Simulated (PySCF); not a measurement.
**C₆ coefficients of unlike pairs at PBE0**

Calculated with PySCF 2.14 from the dipole response of each species, C₆(A,B) = (3/π) ∫ α_A(iu) α_B(iu) du, in atomic units, from isotropic polarisabilities. For ions this is the dispersion term alone; charge-induced terms of lower order in 1/R come first.

```csv
species,configuration,basis,relativity,α (bohr³),C₆ (like pair)
Pd⁺,[Kr] 4d9 (2D),aug-cc-pVTZ-DK (9s8p6d3f2g),spin-free X2C,11.13,67.97
Nb³⁺,[Kr] 4d2 (3F),aug-cc-pVTZ-PP with ECP28MDF (6s6p5d3f2g),core potential,5.922,25.42
Te⁺,[Kr] 4d10 5s2 5p3 (4S),aug-cc-pwCVTZ-PP with ECP28MDF (8s7p6d4f1g),core potential,22.21,188.7
La²⁺,[Xe] 5d1 (2D),def2-TZVPPD with the def2 core potential (46 electrons) (6s5p3d2f1g),core potential,18.17,124.8
```

Q: Estimate C₆ for La²⁺ with Nb³⁺.

A: The integral gives 54.68. The combination rule 2 C_A C_B / (C_A α_B/α_A + C_B α_A/α_B) gives 53.46 and the geometric mean 56.31.

No spin-orbit coupling is included.

The other pairs:

```json
{"pair": "Te⁺, Pd⁺", "C₆": "110.7"}
{"pair": "Nb³⁺, Pd⁺", "C₆": "41.39"}
{"pair": "La²⁺, Pd⁺", "C₆": "90.98"}
{"pair": "Te⁺, Nb³⁺", "C₆": "66.12"}
{"pair": "La²⁺, Te⁺", "C₆": "152.9"}
```
